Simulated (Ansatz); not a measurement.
Cost and result for the atomization energy of BBrH₄Si (`B[SiH2]Br`) (7 atoms, 6 bonds).

Total charge 0; spin multiplicity 1. Correlated methods include outer-core shells of Br, which these sets cover unevenly. Scalar relativity is left out up to krypton. Geometry: relaxed with PBE0-D4/def2-TZVP. Program: Ansatz. All runs use 2 threads of an Arm Neoverse V2 on a shared host. Times are those of one run each, without the atoms' runs, and a repeat can differ threefold. Electronic energies, without spin–orbit coupling; frozen cores. CCSD(T)/CBS adds CCSD(T) − MP2 in def2-TZVPP to the MP2 limit, and its time is that of the two runs behind it. T1 = 0.009. With those shells the extrapolation isn't a true limit. HSE06 is the plane-wave form, built on full-range PBE exchange.

CCSD(T)/CBS is a level of theory with its own doubt, some kJ/mol a heavy atom from the limit and from the frozen cores, so smaller differences don't rank the functionals.

```json
{"level": "LDA (SPW92)/def2-TZVPP", "functions": "177", "wall time": "1.2 s"}
{"level": "revPBE-D4/def2-TZVPP", "functions": "177", "wall time": "2 s"}
{"level": "BLYP-D4/def2-TZVPP", "functions": "177", "wall time": "2 s"}
{"level": "CCSD(T)/def2-SVP", "functions": "84", "wall time": "2.7 s"}
{"level": "BHLYP-D4/def2-TZVPP", "functions": "177", "wall time": "2.9 s"}
{"level": "HSE06-D4/def2-TZVPP", "functions": "177", "wall time": "3.2 s"}
{"level": "r2SCANh-D4/def2-TZVPP", "functions": "177", "wall time": "5 s"}
{"level": "ωB97X-V/def2-TZVPP", "functions": "177", "wall time": "8.5 s"}
{"level": "B97M-V/def2-TZVPP", "functions": "177", "wall time": "11 s"}
{"level": "ωB97M-V/def2-TZVPP (with forces)", "functions": "177", "wall time": "12 s"}
{"level": "MP2/def2-QZVPP", "functions": "336", "wall time": "17 s"}
{"level": "CCSD(T)/def2-TZVPP", "functions": "177", "wall time": "51 s"}
{"level": "CCSD(T)/CBS(def2)", "functions": "–", "wall time": "68 s"}
```

(1) What atomization energy does each give, and how far from CCSD(T)/CBS? (Best estimate.)

Answers

(1) Ansatz gave: 
```
                           level  atomization (kJ/mol)  difference from CCSD(T)/CBS  per bond
          LDA (SPW92)/def2-TZVPP                2268.9                        214.6      35.8
            revPBE-D4/def2-TZVPP                2011.8                        -42.5      -7.1
              BLYP-D4/def2-TZVPP                2024.5                        -29.8      -5.0
                CCSD(T)/def2-SVP                1922.6                       -131.7     -21.9
             BHLYP-D4/def2-TZVPP                2036.3                        -18.0      -3.0
             HSE06-D4/def2-TZVPP                2045.1                         -9.2      -1.5
           r2SCANh-D4/def2-TZVPP                2060.0                          5.7       0.9
              ωB97X-V/def2-TZVPP                2067.4                         13.1       2.2
               B97M-V/def2-TZVPP                2065.9                         11.6       1.9
ωB97M-V/def2-TZVPP (with forces)                2053.5                         -0.8      -0.1
                  MP2/def2-QZVPP                2039.7                        -14.6      -2.4
              CCSD(T)/def2-TZVPP                1999.7                        -54.6      -9.1
               CCSD(T)/CBS(def2)                2054.3                          0.0       0.0
```

At CCSD(T), def2-SVP lies −131.7 kJ/mol from the extrapolated value and def2-TZVPP −54.6 kJ/mol: correlation converges slowly with the basis, and small sets miss more of it in the bonded molecule than in its fragments. From r2SCAN to r2SCAN0 (25 % exact exchange), in def2-TZVPP and without D4, the atomization energy moves by −13.7 kJ/mol: exact exchange takes away binding that semilocal exchange gives to molecules. The D4 term adds +21.4 kJ/mol with B3LYP and +11.1 kJ/mol with PBE0; it sums over pairs of atoms, weighted by their polarisabilities, and B3LYP, whose exchange is more repulsive, gets the larger term.

B3LYP here is the variant with VWN-RPA as its local correlation; programs differ in this.
